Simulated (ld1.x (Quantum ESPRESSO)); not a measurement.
zinc: one change to a PAW potential, before and after

| Item | Value |
| --- | --- |
| Element | zinc (Zn) |
| Generator | ld1.x (Quantum ESPRESSO) 7.5 |
| Type | PAW |
| Functional | PBE |
| Relativity | scalar-relativistic |
| Frozen core | [Ar] |
| Valence charge | 12 |
| Reference configuration | 3d10 4s1.5 4p0.5 |
| Partial waves | 4s (bound): rcut 2.00, rcutus 2.40 bohr; 4s channel at 2.5 Ry: rcut 2.00, rcutus 2.40 bohr; 4p (bound): rcut 2.00, rcutus 2.70 bohr; 4p channel at 0.4 Ry: rcut 2.00, rcutus 2.70 bohr; 3d (bound): rcut 0.75, rcutus 0.80 bohr; 3d channel at -0.5 Ry: rcut 0.75, rcutus 0.80 bohr |
| Local potential | all-electron potential smoothed inside 1.45 bohr (lloc = -1) |
| Core correction | Bessel-smoothed model core inside 0.65 bohr |
| Augmentation charge | PSQ, inside the norm-conserving radii |

Change: waves 4s (bound): rcut 2.00, rcutus 2.92 bohr; 4s channel at 2.5 Ry: rcut 2.00, rcutus 2.92 bohr.

Cutoffs: the cutoffs (Ry, on a coarse ladder) from which the occupation-weighted sum of valence levels, in a spherical-Bessel basis at the reference potential, stays within 10 and 1 mRy of its value at 400 Ry; they do not see the model core or the augmentation charge, which bear on the density cutoff. Errors are all-electron minus pseudo energies relative to the spin-unpolarised reference configuration.

Q: How do hardness, ghosts and transferability respond?

A: The potential gets neither clearly harder nor softer (260 Ry and 300 Ry → 260 Ry and 300 Ry); of the 7 tests that both files solve, the error grows in 3 and shrinks in 3 by more than 15 % and 0.3 meV (median size 4.0 → 3.1 meV); neither file shows a bound ghost.

| quantity | base | changed |
| --- | --- | --- |
| cutoff, loose | 260 Ry | 260 Ry |
| cutoff, tight | 300 Ry | 300 Ry |
| bound ghosts | none | none |
| error for 3d10 4s2 4p0, meV [ΔE -2.49 eV] | +0.3 | +0.8 |
| error for 3d10 4s1 4p0, meV [ΔE 7.40 eV] | -0.8 | +2.3 |
| error for 3d10 4s0 4p0, meV [ΔE 25.84 eV] | -8.4 | -6.9 |
| error for 3d9 4s0 4p0, meV [ΔE 66.38 eV] | -166 | -168 |
| error for 3d10 4s0 4p1, meV [ΔE 13.73 eV] | -4.0 | -3.1 |
| error for 3d10 4s0 4p2, meV [ΔE 8.07 eV] | -2.4 | -1.7 |
| error for 3d9 4s2 4p0, meV [ΔE 15.41 eV] | -71 | -104 |
| lowest overlap eigenvalue by channel | s 0.49, p 0.60, d 0.99 | s 0.60, p 0.60, d 0.99 |
